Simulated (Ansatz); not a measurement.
Reaction (ligand exchange at a B–C bond): `C=C([BH][AlH2])OC` + HCl → `[AlH2][BH]Cl` + `C=COC`

Computed with Ansatz on PBE0-D4/def2-TZVP structures; ΔE is electronic, products minus reactants. CCSD(T)/CBS is the MP2 limit (def2-TZVPP, def2-QZVPP) plus CCSD(T) − MP2 in def2-TZVPP, frozen cores. This one scheme is used for every species. Each species was taken in one conformer, which may not be the lowest.

| species | CCSD(T)/CBS(def2) energy (Eh) |
| --- | --- |
| `C=C([BH][AlH2])OC` | -460.86435 |
| HCl | -460.38127 |
| `[AlH2][BH]Cl` | -728.37691 |
| `C=COC` | -192.89987 |

Q: Work out ΔE.

A: ΔE = (-728.37691) + (-192.89987) − (-460.86435) − (-460.38127) = -0.03116 Eh = -81.8 kJ/mol.

Largest T1 diagnostic among the species: 0.013.

In def2-TZVPP, CCSD(T) changes the Hartree–Fock value by +20.8 kJ/mol (the triples alone add +3.9 kJ/mol) and MP2 by +18.5 kJ/mol. The D4 term adds +7.7 kJ/mol with B3LYP and +4.6 kJ/mol with PBE0; it sums over pairs of atoms, weighted by their polarisabilities, and B3LYP, whose exchange is more repulsive, gets the larger term.

B3LYP here is the variant with VWN-RPA as its local correlation; programs differ in this.
